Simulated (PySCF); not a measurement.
Electronic absorption of C6H11P

Species: C₆H₁₁P.
Geometry (GFN2-xTB, Å), atoms numbered from 1 in this order:
```
atom  x, y, z in Å
C1    -1.877    0.816    1.339
C2    -1.452    0.328    0.182
C3    -2.041   -0.887   -0.464
P4    -0.150    1.162   -0.809
C5     1.163   -0.125   -0.669
C6     1.699   -0.539    0.669
C7     2.551    0.270   -0.256
H8    -1.453    1.705    1.778
H9    -2.679    0.349    1.890
H10   -2.390   -0.641   -1.467
H11   -2.875   -1.275    0.117
H12   -1.287   -1.668   -0.558
H13    0.329    1.940    0.252
H14    1.085   -0.889   -1.436
H15    1.302   -0.054    1.549
H16    1.946   -1.579    0.823
H17    3.387   -0.208   -0.745
H18    2.734    1.304   -0.001
```

Theory: TDDFT CAM-B3LYP/def2-SVPD, vertical, gas phase, core orbitals frozen in the response in PySCF.

Q: What does the calculation give for the low-lying excited states?

A: 

```json
{"state": "S1", "E (eV)": "5.90", "E (kJ/mol)": "570", "λ (nm)": "210.0", "f": "0.160", "|μ| (D)": "2.68", "main configurations (H = HOMO, L = LUMO)": "H→L (86%)"}
{"state": "S2", "E (eV)": "6.27", "E (kJ/mol)": "605", "λ (nm)": "197.9", "f": "0.020", "|μ| (D)": "0.91", "main configurations (H = HOMO, L = LUMO)": "H→L+1 (57%), H→L+4 (33%)"}
{"state": "S3", "E (eV)": "6.59", "E (kJ/mol)": "636", "λ (nm)": "188.2", "f": "0.027", "|μ| (D)": "1.05", "main configurations (H = HOMO, L = LUMO)": "H→L+2 (62%), H→L+6 (15%), H→L+5 (10%)"}
{"state": "S4", "E (eV)": "6.93", "E (kJ/mol)": "668", "λ (nm)": "179.0", "f": "0.034", "|μ| (D)": "1.14", "main configurations (H = HOMO, L = LUMO)": "H→L+4 (46%), H→L+1 (29%)"}
{"state": "S5", "E (eV)": "7.11", "E (kJ/mol)": "686", "λ (nm)": "174.3", "f": "0.170", "|μ| (D)": "2.51", "main configurations (H = HOMO, L = LUMO)": "H-1→L (71%)"}
{"state": "S6", "E (eV)": "7.17", "E (kJ/mol)": "692", "λ (nm)": "173.0", "f": "0.034", "|μ| (D)": "1.11", "main configurations (H = HOMO, L = LUMO)": "H→L+3 (81%)"}
{"state": "S7", "E (eV)": "7.42", "E (kJ/mol)": "716", "λ (nm)": "167.1", "f": "0.070", "|μ| (D)": "1.58", "main configurations (H = HOMO, L = LUMO)": "H-1→L+1 (57%), H→L+6 (9%)"}
{"state": "S8", "E (eV)": "7.59", "E (kJ/mol)": "733", "λ (nm)": "163.3", "f": "0.040", "|μ| (D)": "1.17", "main configurations (H = HOMO, L = LUMO)": "H→L+6 (28%), H-1→L+4 (22%), H→L+2 (19%)"}
```

Triplets, Tamm–Dancoff:

| state | E (eV) | λ (nm) | main configurations (H = HOMO, L = LUMO) |
| --- | --- | --- | --- |
| T1 | 4.22 | 293.9 | H→L (48%), H-1→L (26%) |
| T2 | 5.26 | 235.8 | H→L+4 (48%), H→L+1 (18%), H→L (9%) |
| T3 | 5.39 | 229.9 | H-1→L (20%), H→L+2 (15%), H→L+6 (14%) |

The lowest singlet lies at 5.90 eV (210 nm, ultraviolet) and is strong; its leading configuration is HOMO→LUMO (86%). The most intense listed level is S5 at 7.11 eV (174 nm, f = 0.170), 1.21 eV above S1. Löwdin shares by element: HOMO phosphorus 46%, carbon 36% or more (atoms not listed hold the other 18%); LUMO carbon 49% or more, phosphorus 10%, hydrogen 6% or more (atoms not listed hold the other 35%). Orbital energies (eV): HOMO-3 -10.65, HOMO-2 -9.86, HOMO-1 -9.00, HOMO -7.84, LUMO 1.13, LUMO+1 1.36, LUMO+2 1.72. Weighted by f, the mean energy of these states is 6.77 eV. The listed states span 1.69 eV, and the widest gap between neighbours is 0.36 eV (S1 to S2). The window holds the lowest 8 singlets.

One conformer stands for the species.
